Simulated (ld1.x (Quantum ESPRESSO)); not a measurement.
**cadmium (Cd), RRKJ: configuration errors across variants**

- Element: cadmium (Cd)
- Generator: ld1.x (Quantum ESPRESSO) 7.5
- Type: norm-conserving RRKJ (Kleinman–Bylander form)
- Functional: LDA (PZ)
- Relativity: scalar-relativistic
- Frozen core: [Ar] 3d10
- Valence charge: 20
- Reference configuration: 4s2 4p6 4d10 5s1 5p1
- Partial waves: 4p (bound): rc 1.15 bohr; 4d (bound): rc 1.20 bohr; 4s (bound): rc 1.35 bohr
- Local potential: the s channel
- Core correction: none

Occupied shells without a wave of their own: 5p, 5s. They enter only through the test configuration that unscreens the potential.

All-electron excitation energies from the reference (eV): (1) 4s2 4p6 4d10 5s2 5p0 -4.790; (2) 4s2 4p6 4d10 5s1 5p0 4.838; (3) 4s2 4p6 4d10 5s0 5p0 22.358; (4) 4s2 4p6 4d9 5s0 5p0 60.614; (5) 4s2 4p6 4d8 5s0 5p0 114.893; (6) 4s2 4p5 4d10 5s2 5p0 69.436; (7) 4s2 4p6 4d10 5s0 5p2 5.124; (8) 4s2 4p6 4d10 5s1 5p1 spin -0.509; (9) 4s2 4p6 4d10 5s1 5p0 spin 4.649.

Spin tests fill each open shell by Hund’s rule, majority spin first.

For the base: The 5p, 5s levels have no wave, so the channel is fitted at the deeper level alone: the likely source of the large errors.

The file “base” misses its own reference levels by 1.6 eV. The file “wave 4d (bound): rc 1.20 bohr becomes 4d (bound): rc 0.98 bohr” misses its own reference levels by 1.6 eV. The file “wave 4d (bound): rc 1.20 bohr becomes 4d (bound): rc 1.08 bohr” misses its own reference levels by 1.6 eV. The file “wave 4d (bound): rc 1.20 bohr becomes 4d (bound): rc 1.26 bohr” misses its own reference levels by 1.6 eV. The file “wave 4d (bound): rc 1.20 bohr becomes 4d (bound): rc 1.50 bohr” misses its own reference levels by 1.6 eV. The file “wave 4d (bound): rc 1.20 bohr becomes 4d (bound): rc 1.60 bohr” misses its own reference levels by 1.6 eV. The file “wave 4d (bound): rc 1.20 bohr becomes 4d (bound): rc 1.80 bohr” misses its own reference levels by 1.6 eV.

Errors AE − PS in meV (a dash: test not solved or not reliable):

| change | (1) | (2) | (3) | (4) | (5) | (6) | (7) | (8) | (9) | bound ghosts |
| --- | --- | --- | --- | --- | --- | --- | --- | --- | --- | --- |
| base | +1297 | -299 | -2745 | -3904 | -5117 | +1885 | -1482 | -8.4 | -304 | none |
| wave 4d (bound): rc 1.20 bohr becomes 4d (bound): rc 0.98 bohr | +1297 | -299 | -2744 | -3903 | -5112 | +1889 | -1482 | -8.6 | -304 | none |
| wave 4d (bound): rc 1.20 bohr becomes 4d (bound): rc 1.08 bohr | +1297 | -299 | -2745 | -3903 | -5115 | +1887 | -1482 | -8.5 | -304 | none |
| wave 4d (bound): rc 1.20 bohr becomes 4d (bound): rc 1.26 bohr | +1297 | -299 | -2745 | -3905 | -5117 | +1884 | -1482 | -8.5 | -304 | none |
| wave 4d (bound): rc 1.20 bohr becomes 4d (bound): rc 1.50 bohr | +1297 | -299 | -2745 | -3909 | -5125 | +1871 | -1482 | -8.2 | -304 | none |
| wave 4d (bound): rc 1.20 bohr becomes 4d (bound): rc 1.60 bohr | +1297 | -299 | -2746 | -3913 | -5131 | +1856 | -1482 | -7.9 | -304 | none |
| wave 4d (bound): rc 1.20 bohr becomes 4d (bound): rc 1.80 bohr | +1296 | -299 | -2747 | -3923 | -5133 | +1817 | -1483 | -7.7 | -303 | none |

**Question.** Give the same row for: wave 4d (bound): rc 1.20 bohr becomes 4d (bound): rc 0.76 bohr.

**Answer.** +1297, -299, -2743, -3900, -5103, +1885, -1482, -9.9, -306; bound ghosts: none.
